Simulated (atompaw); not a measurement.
# Reading a pseudo-wave (iron (Fe))

Columns: radius, all-electron u(r) and pseudo u(r) of the 4s shell (level -4.26 eV) of iron in the configuration [Ne] 3s2 3p6 3d7 4s1 4p0; PBEsol, scalar-relativistic, PAW (atompaw) scheme, atompaw 4.2.0.5.

```json
{"r (bohr)": "0.098", "all-electron": "0.0551", "pseudo": "0.0200"}
{"r (bohr)": "0.196", "all-electron": "0.1483", "pseudo": "0.0404"}
{"r (bohr)": "0.294", "all-electron": "0.0394", "pseudo": "0.0615"}
{"r (bohr)": "0.392", "all-electron": "-0.1083", "pseudo": "0.0836"}
{"r (bohr)": "0.490", "all-electron": "-0.2111", "pseudo": "0.1071"}
{"r (bohr)": "0.588", "all-electron": "-0.2506", "pseudo": "0.1321"}
{"r (bohr)": "0.687", "all-electron": "-0.2361", "pseudo": "0.1589"}
{"r (bohr)": "0.785", "all-electron": "-0.1846", "pseudo": "0.1872"}
{"r (bohr)": "0.883", "all-electron": "-0.1116", "pseudo": "0.2170"}
{"r (bohr)": "0.981", "all-electron": "-0.0286", "pseudo": "0.2482"}
{"r (bohr)": "1.079", "all-electron": "0.0566", "pseudo": "0.2805"}
{"r (bohr)": "1.177", "all-electron": "0.1389", "pseudo": "0.3136"}
{"r (bohr)": "1.275", "all-electron": "0.2156", "pseudo": "0.3471"}
{"r (bohr)": "1.373", "all-electron": "0.2849", "pseudo": "0.3804"}
{"r (bohr)": "1.471", "all-electron": "0.3465", "pseudo": "0.4130"}
{"r (bohr)": "1.569", "all-electron": "0.4001", "pseudo": "0.4445"}
{"r (bohr)": "1.667", "all-electron": "0.4460", "pseudo": "0.4741"}
{"r (bohr)": "1.765", "all-electron": "0.4847", "pseudo": "0.5014"}
{"r (bohr)": "1.863", "all-electron": "0.5168", "pseudo": "0.5260"}
{"r (bohr)": "1.962", "all-electron": "0.5430", "pseudo": "0.5475"}
{"r (bohr)": "2.060", "all-electron": "0.5635", "pseudo": "0.5654"}
{"r (bohr)": "2.158", "all-electron": "0.5790", "pseudo": "0.5797"}
{"r (bohr)": "2.256", "all-electron": "0.5902", "pseudo": "0.5904"}
{"r (bohr)": "2.354", "all-electron": "0.5975", "pseudo": "0.5975"}
{"r (bohr)": "2.452", "all-electron": "0.6013", "pseudo": "0.6013"}
{"r (bohr)": "2.550", "all-electron": "0.6020", "pseudo": "0.6020"}
```

(1) How many radial nodes do the two functions have?

(2) Is the pseudo-wave norm-conserving?

Results:

(1) The all-electron 4s function has n − l − 1 = 3 (the table is too coarse to show those close to the nucleus); the pseudo-wave has 0, since the states of the same l below it are removed with the core.

(2) No, it belongs to a PAW set: the norm inside the radius is not constrained, and the difference is carried by the augmentation charge.
